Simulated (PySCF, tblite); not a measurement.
Task: Write Cartesian coordinates for `C[S@](=O)c1ccccc1` (methyl phenyl sulfoxide) as optimised with GFN2-xTB.

Result: 
```xyz
17
C7H8OS angstrom
C      2.6138    0.1426    0.4257
S      1.8051    0.4878   -1.2069
O      1.8339    1.9414   -1.3653
C      0.1378    0.0852   -0.5813
C     -0.2602   -1.2365   -0.4846
C     -1.5289   -1.5277   -0.0135
C     -2.3864   -0.5003    0.3492
C     -1.9826    0.8202    0.2365
C     -0.7157    1.1151   -0.2369
H      3.6681    0.3789    0.3244
H      2.4807   -0.9064    0.6623
H      2.1630    0.7731    1.1839
H      0.4168   -2.0267   -0.7750
H     -1.8508   -2.5554    0.0669
H     -3.3756   -0.7312    0.7158
H     -2.6543    1.6189    0.5133
H     -0.3717    2.1331   -0.3497
```

Orientation and origin are arbitrary. Atoms count from 1 in this order. S2 (sulfinyl sulfur) is pyramidal (angles 105.9°, 105.8° and 93.2°, sum 304.9°, 0.74 Å off the plane of its three neighbours). The 6-membered ring C4–C5–C6–C7–C8–C9 has internal angles of 119.2° to 121.1° (sum 720°, against 720° for a flat polygon); it is planar, 0.00 Å rms from its mean plane, widest ring torsion 1°. The C–S distances run from 1.826 Å (S2–C4, drawn single) to 1.854 Å (C1–S2, drawn single), a spread of 0.028 Å. Of the pairs four or more bonds apart, O3···H17 is among the closest relative to their van der Waals radii: 2.44 Å, 90 % of the sum of Bondi's values.

Bonds between heavy atoms (Å): C1–S2 1.854, S2=O3 1.462, S2–C4 1.826, C4–C5 1.384, C5–C6 1.384, C6–C7 1.386, C7–C8 1.385, C8–C9 1.384, C4–C9 1.381.

Structure optimised with GFN2-xTB, isolated species.

Point group: C1 (no symmetry element, even within 0.4 Å). Its GFN2-xTB frequencies are all real (lowest 52 cm⁻¹). One conformer, not necessarily the lowest (C1–S2–C4–C5 -81°).

All values are computed, not measured.
